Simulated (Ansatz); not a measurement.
**A small benchmark: atomisation enthalpy at 298 K**

6 molecules with nitrogen; the atomisation enthalpy at 298 K in kJ/mol, computed less measured. Shapes, held fixed at every level: PBE0-D4/def2-TZVP. Flexible molecules stand in one conformer, not always the lowest. Thermal terms are harmonic and unscaled (PBE0-D4/def2-TZVP); the spin-orbit lowering of the free atoms is taken from their spectra. Programs: Ansatz 0.2.0. Measured values: CRC Handbook of Chemistry and Physics, NIST-JANAF tables.

Levels: A = PBE-D4/def2-TZVPP; B = B2PLYP/def2-TZVPP; C = CCSD(T)/def2-TZVPP.

```
                   molecule  from tabulated heats     A    B     C
  CHNS (isothiocyanic acid)                  1557  +117    0   -72
 NF3 (nitrogen trifluoride)                   843  +162  -16   -62
           C3H3NO (oxazole)                  3542  +185  -28  -124
   C2H4N2S2 (dithiooxamide)                  3722  +205  -47  -168
    C5H7N (3-methylpyrrole)                  5513  +194  -52  -172
C6H9N (2,5-dimethylpyrrole)                  6696  +229  -55  -189
```

(1) Which level does best on this set, which worst, and which err to one side?

## Answers

(1) 
```tsv
level	kind	mean error	mean absolute error	worst case
PBE-D4/def2-TZVPP	GGA	+182.0	182.0	C6H9N
B2PLYP/def2-TZVPP	double hybrid	-33.0	33.0	C6H9N
CCSD(T)/def2-TZVPP	coupled cluster or CI	-131.2	131.2	C6H9N
```

On this set B2PLYP/def2-TZVPP has the smallest mean absolute error and PBE-D4/def2-TZVPP the largest. PBE-D4/def2-TZVPP is too high in 6 of 6; B2PLYP/def2-TZVPP is too low in 5 of 6; CCSD(T)/def2-TZVPP is too low in 6 of 6. Heats of the atoms come from ATcT where it has them. For PBE-D4/def2-TZVPP and B2PLYP/def2-TZVPP and CCSD(T)/def2-TZVPP the error tends to grow with the atomisation enthalpy. Correlated wave functions converge slowly with the basis. The set is small.
